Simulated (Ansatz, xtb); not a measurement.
# Two isomers of C4H4BFN2

Structure I: `Bc1cncnc1F`, a singlet. Structure II: `Bc1cnc(F)nc1`, a singlet. Both are isolated molecules in the gas phase, relaxed with PBE-D3(BJ)/def2-SVP; the shapes shown needn't be the lowest conformers.

I (Å):

```yaml
atoms:
  - { symbol: C, position_ang: [-0.7134, 0.7746, 0.4142] }
  - { symbol: C, position_ang: [-0.1480, 1.1942, -0.8178] }
  - { symbol: C, position_ang: [0.3946, 3.2257, 0.0298] }
  - { symbol: C, position_ang: [-0.6353, 1.7752, 1.4189] }
  - { symbol: B, position_ang: [-1.3343, -0.6274, 0.5939] }
  - { symbol: F, position_ang: [-1.1257, 1.5250, 2.6299] }
  - { symbol: N, position_ang: [0.4028, 2.3980, -1.0273] }
  - { symbol: N, position_ang: [-0.1010, 2.9735, 1.2537] }
  - { symbol: H, position_ang: [-1.8155, -0.9780, 1.6498] }
  - { symbol: H, position_ang: [-1.3317, -1.3848, -0.3574] }
  - { symbol: H, position_ang: [-0.1533, 0.4941, -1.6732] }
  - { symbol: H, position_ang: [0.8432, 4.2252, -0.1176] }
```

II (Å):

```xyz
12

C    -0.5431    0.8372   -0.0456
C    -0.5557    0.7082    1.3682
C    -0.2165    2.9189    1.6140
C    -0.3420    2.1662   -0.5027
B    -0.7311   -0.3584   -0.9988
F    -0.0553    3.9479    2.4343
N    -0.3940    1.7382    2.2066
N    -0.1780    3.2128    0.3144
H    -0.9000   -1.4749   -0.5472
H    -0.7107   -0.1850   -2.2023
H    -0.7049   -0.2837    1.8327
H    -0.3145    2.3810   -1.5867
```

Task: Estimate E(II) − E(I) at the level CCSD(T)/def2-SVP + ΔMP2/def2-TZVPP.

Result: Too close to call at this level: CCSD(T)/def2-SVP + ΔMP2/def2-TZVPP gives E(II) − E(I) = −0.065 eV.

Level by level:

```
                             level             geometry  E(II) − E(I) (eV)  departure from the last row (eV)  job, with rough time for the two
                          GFN2-xTB             GFN2-xTB              −0.047                            +0.018              optimisation, 0.21 s
                         HF/STO-3G             GFN2-xTB              −0.040                            +0.025              single point, 0.94 s
                r2SCAN-D4/def2-SVP             GFN2-xTB              −0.076                            −0.012               single point, 6.4 s
               PBE-D3(BJ)/def2-SVP  PBE-D3(BJ)/def2-SVP              −0.069                            −0.004                optimisation, 31 s
                       HF/def2-SVP  PBE-D3(BJ)/def2-SVP              −0.090                            −0.025           part of the CCSD(T) run
                      MP2/def2-SVP  PBE-D3(BJ)/def2-SVP              −0.066                            −0.001           part of the CCSD(T) run
                  CCSD(T)/def2-SVP  PBE-D3(BJ)/def2-SVP              −0.063                            +0.002                      single point
CCSD(T)/def2-SVP + ΔMP2/def2-TZVPP  PBE-D3(BJ)/def2-SVP              −0.065                                               single point, 2.1 min
```

As drawn, both hold the same kinds of bond in the same numbers.

The largest departure from CCSD(T)/def2-SVP + ΔMP2/def2-TZVPP is that of HF/def2-SVP, 0.025 eV. The last row adds to CCSD(T) the change of the MP2 difference between the two basis sets, here −0.002 eV.

With thermal terms from frequencies at re-optimised GFN2-xTB minima (ideal gas, soft modes damped towards free rotors, one conformer each, 298.15 K, 1 atm): on the last row, ΔE + ΔZPE = −0.058, ΔH = −0.064, ΔG = −0.027 eV.

The correlated steps freeze 8 core orbitals. Codes used: Ansatz 0.2.0, xtb 6.7.1; the last row on 2 threads of Intel(R) Xeon(R) Processor @ 2.70GHz on a shared host.
